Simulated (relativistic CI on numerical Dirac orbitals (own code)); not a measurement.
**Forbidden transitions in Ir⁷⁶⁺**

Calculated at this level of theory: Dirac equation for one electron, model QED (radiative potential, 1s self-energy scaled to tabulated hydrogen-like ionisation energies) (own radial code, finite nucleus).

Configuration list: 1s, 2s, 2p, 3s, 3p, 3d, 4s, 4p, 4d, 4f, 5s, 5p, 5d, 5f, 5g, 6s, 6p, 6d. Levels of other configurations are missing.

```
λ vac (Å)           Lower            Upper  Type   A (s⁻¹)  E lower (eV)  E upper (eV)
   0.1444   1s 2S_1/2 [1]   6d 2D_5/2 [30]    E2  1.82e+13           0.0       85848.1
   0.1445   1s 2S_1/2 [1]   6d 2D_3/2 [28]    E2  2.10e+13           0.0       85827.1
   0.1461   1s 2S_1/2 [1]   5d 2D_5/2 [22]    E2  2.99e+13           0.0       84849.1
   0.1462   1s 2S_1/2 [1]   5d 2D_3/2 [19]    E2  3.47e+13           0.0       84812.9
   0.1494   1s 2S_1/2 [1]   4d 2D_5/2 [15]    E2  5.27e+13           0.0       83013.1
   0.1495   1s 2S_1/2 [1]   4d 2D_3/2 [12]    E2  6.19e+13           0.0       82942.3
   0.1568   1s 2S_1/2 [1]    3d 2D_5/2 [9]    E2  9.24e+13           0.0       79071.1
   0.1571   1s 2S_1/2 [1]    3d 2D_3/2 [7]    E2  1.10e+14           0.0       78904.4
   0.1583   1s 2S_1/2 [1]    3s 2S_1/2 [6]    M1  1.13e+13           0.0       78320.7
   0.1891   1s 2S_1/2 [1]    2s 2S_1/2 [3]    M1  2.66e+13           0.0       65573.7
   0.6423  2p 2P°_1/2 [2]  5f 2F°_5/2 [21]    E2  6.72e+12       65545.0       84849.0
   0.7155  2p 2P°_3/2 [4]  5f 2F°_7/2 [24]    E2  8.05e+12       67537.2       84866.6
   0.7994  2p 2P°_3/2 [4]  4f 2F°_7/2 [16]    E2  1.20e+13       67537.2       83047.0
```

Terms are leading LS components. Brackets give the number of a level in order of energy, since labels repeat. The list gives strong lines, with weight on those to low levels. Levels whose partners in the same complex of configurations lie outside the list can be far off, and so can their lines. Rates are taken at the computed energies, electric ones in the length gauge.
